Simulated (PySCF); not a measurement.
C5H6NO (charge -1).
Atom-mapped SMILES: `[CH3:1][C@@:2]1([C:3]#[N:4])[CH2:5][C@H:6]1[O-:7]`

Geometry (GFN2-xTB, Å), atoms numbered from 1 in this order:
```xyz
13
C5H6NO angstrom
C      1.240   -0.783   -0.325
C      0.226    0.304   -0.069
C      0.682    1.598    0.102
N      1.056    2.681    0.296
C     -1.190    0.080   -0.580
C     -1.050   -0.203    0.892
O     -1.013   -1.353    1.420
H      2.213   -0.508    0.083
H      0.885   -1.684    0.184
H      1.357   -0.999   -1.392
H     -1.307   -0.765   -1.248
H     -1.736    0.965   -0.894
H     -1.366    0.667    1.514
```

Probes without a nucleus sit at each ring's centroid and 1 Å off its mean plane on both sides; NICS is minus the shielding there, NICSzz its component along the normal. Level: GIAO PBE0/pcSseg-1 (PySCF, non-relativistic, gas phase) on the GFN2-xTB geometry, one conformer.

Ring bond lengths (Å), with Mayer bond orders in brackets: C2–C5 1.522 (0.91), C5–C6 1.505 (0.87), C6–C2 1.675 (0.58).

Q: What do the NICS probes read (ppm)?

A: 
```json
{"ring": "C2–C5–C6", "type": "3-membered carbocycle; formal bonds all single", "NICS(0)": "-35.8", "NICS(1), two faces": "-8.1 / -7.1", "NICS(1)zz, two faces": "-18.6 / -11.9", "rms pucker (Å)": "0.00", "centre to ring atoms, mean (Å)": "0.90"}
```

Q: What do they say, and how far can they be read as aromaticity?

A: 
- C2–C5–C6: mean NICS(1)zz -15.3 ppm, shielded. C2, C5, C6 have four or more neighbours, and the NICS criterion for π rings isn't applied. The two faces differ by 6.7 ppm, so no symmetry operation interchanges them. NICS(0) lies 28 ppm below the mean NICS(1).

Q: At the first NICS(1) probe listed for ring C2–C5–C6, 1 Å off the ring, how large is the induced field along the normal in 7.05 T applied along it?

A: NICSzz × B0 = -18.6 ppm × 7.05 T = -131 μT, against the applied field.

Q: Give the inner angles of the rings and the Hirshfeld charges of the ring atoms.

A: 
- C2–C5–C6: C2 55.9° (-0.044 e), C5 67.2° (-0.125 e), C6 56.9° (+0.005 e); sum 180.0° against 180° for a flat convex ring.

Q: How shielded are the nuclei of the rings and their hydrogens (means over atoms taken as equivalent)?

A: 
```csv
atoms,environment,σ isotropic (ppm)
C2,sp3 carbon next to a nitrile,187.5
C5,three-membered-ring carbon,153.1
C6,sp3 carbon bound to oxygen,98.2
H11,methylene hydrogen,32.39
H12,methylene hydrogen,31.08
H13,methine hydrogen,26.01
```

Hardware: one thread, Arm Neoverse V1 (aarch64), shared host. Cost: 15 s wall, 0.71 GiB resident at most. This is the whole shielding run at PBE0/pcSseg-1, SCF included.
